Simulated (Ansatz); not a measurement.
VOF3 (SMILES [O]=[V]([F])([F])[F]): entropy by statistical mechanics

A singlet with charge 0, relaxed at HF/6-31G* (Cartesian functions) (Ansatz 0.2.0):

```xyz
5

O     0.5631   -0.8589    1.1364
V     0.0219   -0.0330    0.0164
F    -1.3662    0.7742    0.5458
F    -0.3624   -1.0460   -1.2816
F     1.1935    1.0899   -0.4584
```

Harmonic wavenumbers in cm⁻¹: 232, 232, 296, 361, 361, 826, 897, 897, 1344.

Masses in u: O 15.999, V 50.942, F 18.998. Take T = 298.15 K, p = 1 bar, R = 8.3145 J/(mol K), kT/hc = 207.22 cm⁻¹, rigid rotor and harmonic oscillator.

Compute the standard molar entropy.


1. Translation (Sackur–Tetrode): S = R[3/2 ln M + 5/2 ln T − 1.1517] with M = 123.935 gives 169.0 J/(mol K).
2. Rotation: principal moments 125.367, 125.372, 145.530 u Å² give A, B, C = 0.1345, 0.1345, 0.1158 cm⁻¹; the symmetry number is σ = 3; q = (√π/σ)√((kT/hc)³/ABC) = 38506; S = R(ln q + 3/2) = 100.3.
3. Vibration: with u = ν̃/207.22, each mode gives R[u/(eᵘ − 1) − ln(1 − e⁻ᵘ)]; the sum is 33.0, most from 232 cm⁻¹ (7.8), 232 cm⁻¹ (7.8), 296 cm⁻¹ (6.0).
4. Electronic: R ln 1 = 0.0, from the spin multiplicity alone.
5. Sum: 169.0 + 100.3 + 33.0 + 0.0 = 302.3 J/(mol K).

No measured value is set beside it here.
